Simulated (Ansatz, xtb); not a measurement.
## C5H10S2: which of two isomers lies lower

Structure I: `C[C@@H]1SCC[C@H]1S`, a singlet. Structure II: `C[C@@H]1CCSSC1`, a singlet. Both are isolated molecules in the gas phase, relaxed with r2SCAN-D4/def2-SVP, each in the lowest conformer that the search found.

I (Å):

```yaml
atoms:
  - { symbol: C, position_ang: [-1.8559, 1.5514, -0.7300] }
  - { symbol: C, position_ang: [-1.0125, 0.6148, 0.1150] }
  - { symbol: C, position_ang: [-1.1733, -1.8288, 1.2761] }
  - { symbol: C, position_ang: [-0.7567, -0.6812, 2.1915] }
  - { symbol: C, position_ang: [-1.3771, 0.5849, 1.6039] }
  - { symbol: S, position_ang: [-1.1895, -1.1455, -0.4384] }
  - { symbol: S, position_ang: [-0.9483, 2.1247, 2.4946] }
  - { symbol: H, position_ang: [-1.7363, 2.5847, -0.3661] }
  - { symbol: H, position_ang: [-1.5503, 1.5209, -1.7867] }
  - { symbol: H, position_ang: [-2.9200, 1.2727, -0.6736] }
  - { symbol: H, position_ang: [0.0548, 0.8902, 0.0240] }
  - { symbol: H, position_ang: [-0.4786, -2.6807, 1.3240] }
  - { symbol: H, position_ang: [-2.1829, -2.1931, 1.5254] }
  - { symbol: H, position_ang: [0.3425, -0.5725, 2.1907] }
  - { symbol: H, position_ang: [-1.0751, -0.8459, 3.2331] }
  - { symbol: H, position_ang: [-2.4781, 0.5299, 1.6942] }
  - { symbol: H, position_ang: [0.3900, 2.0090, 2.3257] }
```

II (Å):

```xyz
17

C    -1.8009   -0.1770    1.8922
C    -0.6079    0.3196    1.0756
C    -0.6011    1.8570    1.0307
C     0.5806    2.4972    0.3069
C    -0.6281   -0.3276   -0.3140
S     0.6139    2.0984   -1.4775
S     0.8604    0.0387   -1.3091
H    -1.7872    0.2452    2.9098
H    -1.7984   -1.2752    1.9813
H    -2.7526    0.1205    1.4201
H     0.3253   -0.0101    1.5726
H    -1.5396    2.2080    0.5620
H    -0.6106    2.2299    2.0716
H     0.5129    3.5977    0.3512
H     1.5453    2.1957    0.7494
H    -1.5213   -0.0215   -0.8871
H    -0.6427   -1.4280   -0.2223
```

Energies in hartree; the thermal terms are from GFN2-xTB frequencies at re-optimised GFN2-xTB minima (ideal gas, soft modes damped towards free rotors, one conformer each, 298.15 K, 1 atm) and include the zero-point energy:

|  | I | II |
| --- | --- | --- |
| E, CCSD(T)/def2-SVP | −990.920128 | −990.921342 |
| E, MP2/def2-SVP | −990.803132 | −990.802975 |
| E, MP2/def2-TZVPP | −991.533744 | −991.539145 |
| zero-point energy | 0.137480 | 0.141282 |
| H(298 K) − E | 0.146851 | 0.150101 |
| G(298 K) − E | 0.104198 | 0.108924 |

Problem. Correct the CCSD(T) difference for the basis set by the MP2 change, then work out ΔE, ΔE₀, ΔH and ΔG for I → II in kcal/mol (1 Eh = 627.51 kcal/mol) and the equilibrium ratio [II]/[I].

Solution. 1. Differences II − I: CCSD(T) −0.001214, MP2 in the small set +0.000157, MP2 in the large set −0.005401 Eh.
2. ΔE = −0.001214 + (−0.005401 − (+0.000157)) = −0.006772 Eh = −4.25 kcal/mol.
3. ΔE₀ = ΔE + ΔZPE = −0.006772 + (+0.003802) Eh = −1.86 kcal/mol.
4. ΔH = ΔE + (+0.003250) Eh = −2.21 kcal/mol.
5. ΔG = ΔE + (+0.004726) Eh = −1.28 kcal/mol, so ΔS = (ΔH − ΔG)/T = −13.0 J/(mol K).
6. kT = 0.9442 mEh, so K = [II]/[I] = exp(−ΔG/kT) = exp(+2.17) ≈ 8.7.

The sums favour II, but ΔE leans on the basis-set step (CCSD(T) alone has the other sign or is under 1 kcal/mol), so the order isn't settled. An error of 1 kcal/mol in ΔG would change K by a factor of 5.4. The basis-set step is large, which makes the value less sure. MP2/def2-SVP found them nearly level. Mirror images and further conformers aren't counted.

As drawn, II has 1 S–S, 1 C–H in place of 1 C–S, 1 S–H. Structure I has a 5-membered ring, II a 6-membered ring.

Other levels gave ΔE = −12.5 (GFN2-xTB); −7.0 (HF/STO-3G, GFN2-xTB geometries); −3.2 (r2SCAN-D4/def2-SVP//GFN2-xTB); −3.5 (r2SCAN-D4/def2-SVP); −1.9 (HF/def2-SVP); +0.1 (MP2/def2-SVP); −0.8 (CCSD(T)/def2-SVP) kcal/mol. The correlated steps freeze 15 core orbitals. Programs: Ansatz 0.2.0, xtb 6.7.1.
